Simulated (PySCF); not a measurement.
Cd(NH2)(SeH) (CdH3NSe), SMILES [NH2][Cd][SeH]. Atoms are numbered in the order given.

```xyz
6

Cd    -0.0147    -0.7341     0.0000
N      0.1424    -2.7566     0.0000
H     -0.2870    -3.1935    -0.8176
H     -0.2870    -3.1935     0.8176
Se     0.0503     1.7386     0.0000
H     -1.4258     1.8089     0.0000
```
Charge 0, spin multiplicity 1.

Geometry optimised at B3LYP-D3(BJ)/def2-SVP. The structure was generated by enumeration; whether it is a known compound was not checked. The def2 effective core potentials stand for the cores of Cd; spin–orbit coupling is left out. One conformer was computed; it need not be the lowest.

Computed with PBE/def2-TZVPD run with PySCF.

Symmetry labels are those of the subgroup Cs that the program uses (full group Cs).

Computed valence orbital energies around the gap with their symmetry:
```csv
orbital,symmetry,energy (eV)
HOMO−7,A',-12.90
HOMO−6,A",-12.90
HOMO−5,A",-10.95
HOMO−4,A',-9.27
HOMO−3,A',-8.54
HOMO−2,A',-7.30
HOMO−1,A',-5.79
HOMO,A",-5.76
LUMO,A',-2.05
LUMO+1,A',-1.08
LUMO+2,A",-0.97
LUMO+3,A',-0.52
```
